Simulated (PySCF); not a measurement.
Molecule: SMILES C=CC[B@H-]1OC=CC=[O+]1, C₆H₉BO₂.

Bonds (- single, = double, # triple, : aromatic): C1=C2, C2-C3, C3-B4, B4-O5, O5-C6, C6=C7, C7-C8, C8=O9, O9-B4. C1 carries H10, H11; C2 carries H12; C3 carries H13, H14; B4 carries H15; C6 carries H16; C7 carries H17; C8 carries H18. Formal charges: B4 -1, O9 +1. Stereochemistry as in C=CC[B@H-]1OC=CC=[O+]1. H10 is cis to C3; H14 is pro-R; H13 is pro-S; H11 is trans to C3.

Frames of a GFN2-xTB Langevin trajectory at 200 K; GIAO PBE0/pcSseg-1 shieldings in PySCF 2.14, gas phase, non-relativistic; equivalent atoms averaged within each frame.

Shifts are taken against calculated references (same method and geometry level): 13C (186.93 ppm) and 1H (31.72 ppm) against TMS; 11B (100.07 ppm) vs BF3·OEt2; H2O for 17O (336.08 ppm). The references are static minima.

Q: How do the shifts (ppm) fluctuate along the trajectory?

A: 
```tsv
time (fs)	C6	C8	C2	C1	C7	C3	B4	O9	O5	H18
optimised geometry	187.4	188.9	152.7	117.2	108.2	38.4	5.4	285.3	275.9	7.81
250	190.9	188.8	158.8	119.4	108.7	38.9	3.7	291.4	273.2	8.36
425	185.3	189.7	148.9	116.4	113.2	44.6	5.6	293.5	260.7	7.82
625	191.9	183.5	147.8	117.6	104.6	37.9	7.3	274.5	300.6	7.68
800	190.0	192.6	159.4	113.7	121.5	40.6	4.2	267.4	280.2	7.85
1000	192.7	183.8	151.0	120.4	107.6	38.2	7.7	309.5	270.4	7.30
mean of frames	190.2	187.7	153.2	117.5	111.1	40.0	5.7	287.3	277.0	7.80
standard deviation	2.9	3.9	5.5	2.6	6.6	2.8	1.8	16.6	14.9	0.38
```

5 frames give an uncertainty of the mean of about the standard deviation over 2.2 at best, since frames this close in time may not be independent; classical motion lacks zero-point vibration, and the reference would need the same averaging.
